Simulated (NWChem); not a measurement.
Species: CuH$_{2}$OCl; SMILES [OH2]->[Cu][Cl]

Computed with NWChem. The geometry was optimised at B3LYP/6-31G* (spherical d).

**Question.** Estimate the computed values for B3LYP/def2-TZVPP. Quantities: highest occupied level (eV); orbital gap (eV); dipole (D).

**Answer.** 
* **highest occupied level (eV)**: -6.45
* **orbital gap (eV)**: 4.74
* **dipole (D)**: 8.21
